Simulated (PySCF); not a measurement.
**Excitation energy of F by level of theory**

F [He] 2s2 2p5 (2P) → F [He] 2s1 2p6 (2S), as a difference of total energies. All numbers are calculated (PySCF 2.14, the spin-free X2C one-electron Hamiltonian (Gaussian nucleus), in x2c-TZVPPall). Correlated levels: valence: 1s2 frozen. The calculations carry no spin-orbit coupling.

```tsv
method	excitation energy (cm⁻¹)
UHF	193240
MP2 (valence)	177720
SCS-MP2 (valence)	176850
CCSD (valence)	174560
CCSD(T) (valence)	173170
CCSDT (valence)	173060
```

A first-order spin-orbit estimate (lowest level to lowest level, LS coupling) adds 0.017 eV.

The upper state lies above the first ionisation limit, where it may autoionise and the basis confines it.
